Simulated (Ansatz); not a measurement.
Consider the atomization: `O[SiH2][Ga]1[CH2][S]1` → C• + Ga• + 5 H• + O• + S• + Si•.

Computed with Ansatz on PBE0-D4/def2-TZVP structures; ΔE is electronic, products minus reactants. CCSD(T)/CBS is the MP2 limit (def2-TZVPP, def2-QZVPP) plus CCSD(T) − MP2 in def2-TZVPP, frozen cores. This one scheme is used for every species, atoms too. Functionals use def2-TZVPP. No spin–orbit coupling; open shells (•) take unrestricted orbitals. Spin–orbit coupling would lower the free atoms: a little for C, O, S, Si; clearly for Ga. Bonds to Ga are less sure, by a few kJ/mol each and by 10 to 20 or more in all where they break to atoms, as the def2 sets lack core-valence functions. Scalar relativity is left out up to krypton. Each species was taken in one conformer, which may not be the lowest.

`O[SiH2][Ga]1[CH2][S]1`:

```xyz
10

O    -2.392    1.350   -0.219
Si   -1.197    0.758   -1.186
Ga    0.487   -0.418    0.020
C     1.687   -1.129    1.382
S     2.151   -1.787   -0.299
H    -2.151    1.950    0.488
H    -0.503    1.835   -1.946
H    -1.866   -0.170   -2.127
H     2.448   -0.493    1.822
H     1.335   -1.897    2.065
```

```json
{"level": "LDA (SPW92)", "ΔE (kJ/mol)": "3798.7", "difference from CCSD(T)/CBS": "485.4"}
{"level": "PBE-D4", "ΔE (kJ/mol)": "3346.4", "difference from CCSD(T)/CBS": "33.1"}
{"level": "BLYP-D4", "ΔE (kJ/mol)": "3255.2", "difference from CCSD(T)/CBS": "-58.1"}
{"level": "PBE0-D4", "ΔE (kJ/mol)": "3285.4", "difference from CCSD(T)/CBS": "-27.9"}
{"level": "r2SCANh-D4", "ΔE (kJ/mol)": "3293.2", "difference from CCSD(T)/CBS": "-20.1"}
{"level": "r2SCAN0-D4", "ΔE (kJ/mol)": "3256.4", "difference from CCSD(T)/CBS": "-56.9"}
{"level": "CAM-B3LYP-D4", "ΔE (kJ/mol)": "3274.9", "difference from CCSD(T)/CBS": "-38.4"}
{"level": "B2PLYP", "ΔE (kJ/mol)": "3239.7", "difference from CCSD(T)/CBS": "-73.6"}
{"level": "PBE", "ΔE (kJ/mol)": "3322.2", "difference from CCSD(T)/CBS": "8.9"}
{"level": "BLYP", "ΔE (kJ/mol)": "3203.3", "difference from CCSD(T)/CBS": "-110.0"}
{"level": "r2SCAN", "ΔE (kJ/mol)": "3313.6", "difference from CCSD(T)/CBS": "0.3"}
{"level": "r2SCAN0", "ΔE (kJ/mol)": "3249.5", "difference from CCSD(T)/CBS": "-63.8"}
{"level": "CAM-B3LYP", "ΔE (kJ/mol)": "3253.3", "difference from CCSD(T)/CBS": "-60.0"}
{"level": "CCSD(T)/def2-TZVPP", "ΔE (kJ/mol)": "3212.5", "difference from CCSD(T)/CBS": "-100.8"}
{"level": "MP2/def2-QZVPP", "ΔE (kJ/mol)": "3337.8", "difference from CCSD(T)/CBS": "24.5"}
{"level": "SCS-MP2/def2-QZVPP", "ΔE (kJ/mol)": "3314.4", "difference from CCSD(T)/CBS": "1.1"}
{"level": "CCSD(T)/CBS", "ΔE (kJ/mol)": "3313.3", "difference from CCSD(T)/CBS": "0"}
```

Largest T1 diagnostic among the species: 0.015.

At CCSD(T), def2-SVP lies −274.9 kJ/mol from the extrapolated value and def2-TZVPP −100.8 kJ/mol: correlation converges slowly with the basis, and small sets miss more of it in the bonded molecule than in its fragments. From PBE to PBE0 (25 % exact exchange), in def2-TZVPP and without D4, ΔE moves by −57.5 kJ/mol: exact exchange takes away binding that semilocal exchange gives to molecules. In def2-TZVPP, CCSD(T) changes the Hartree–Fock value by +908.5 kJ/mol (the triples alone add +63.4 kJ/mol) and MP2 by +974.6 kJ/mol; breaking electron pairs costs correlation energy, which Hartree–Fock lacks.

For atomizations the MP2-based limit and the directly extrapolated one differ by several kJ/mol either way, and by 10 to 25 for some Ge, Se and Sn compounds, so smaller differences from it don't rank the levels.
